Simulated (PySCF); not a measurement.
Species: CH7B2OP.
Bonds: B1–P2, P2–B3, B3–O4, O4–C5. Hydrogens: H6, H7 on B1; H8 on P2; H9 on B3; H10, H11, H12 on C5.

Torsions of this conformer, `[BH2:1][PH:2][BH:3][O:4][CH3:5]`: B1–P2–B3–O4 -152°, P2–B3–O4–C5 -178°.

The closed-shell ground state was solved at several levels (PySCF, density fitting, gas phase, non-relativistic). One conformer (not necessarily the lowest) at the PBE0-D3(BJ)/def2-SVP geometry, without solvent, vibrations or thermal averaging.

```
              level  basis functions  total energy (Eh)  HOMO (eV)  LUMO (eV)  gap (eV)  dipole (D)
       KT2/pcSseg-2              285          -514.3149      -6.13      -2.37      3.76        2.59
CAM-B3LYP/def2-SVPD              163          -508.3104      -8.20      -0.34      7.86        2.55
```

Problem. Estimate the row for PBE0/pcSseg-1, a basis of 127 functions; the other rows only guide the guess.

Solution. Total energy -508.2435 Eh, HOMO -7.04 eV, LUMO -1.42 eV, gap 5.62 eV, dipole 2.75 D.

Problem. Over all these levels, which gives the widest orbital gap and which the narrowest?

Solution. CAM-B3LYP/def2-SVPD (range-separated hybrid) has the widest, 7.86 eV, and KT2/pcSseg-2 (GGA) the narrowest, 3.76 eV. Functional and basis both differ between the two, so the spread mixes both effects.

Problem. How far do the dipole and the HOMO energy spread over the levels?

Solution. The dipole runs from 2.55 to 2.75 D (mean 2.63 D) and the HOMO from -8.20 to -6.13 eV.
